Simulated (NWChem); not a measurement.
Plane-wave run on Li2S (space group Fm-3m)

```xyz
3
Lattice="0.0000 2.8352 2.8352 2.8352 0.0000 2.8352 2.8352 2.8352 0.0000" Properties=species:S:1:pos:R:3 pbc="T T T"
Li     4.2528     4.2528     4.2528
Li     1.4176     1.4176     1.4176
S      0.0000     0.0000     0.0000
```

The numbers come from NWChem runs, not from measurements. Origin of the cell: Materials Project cell, not relaxed here.

Norm-conserving pseudopotentials with valence charges Li 1, S 6, fixed occupations, no spin-orbit coupling, density cut at twice the wavefunction cutoff.

**Question.** At a cutoff of 30 Ha and the same cell, LDA (Vosko), Troullier-Martins gives an indirect gap along this path of 3.16 eV from Γ to X (smallest direct gap on this path 4.07 eV). What does revPBE, Troullier-Martins give?

**Answer.** It gives an indirect gap along this path of 3.57 eV from Γ to X (smallest direct gap on this path 4.46 eV).
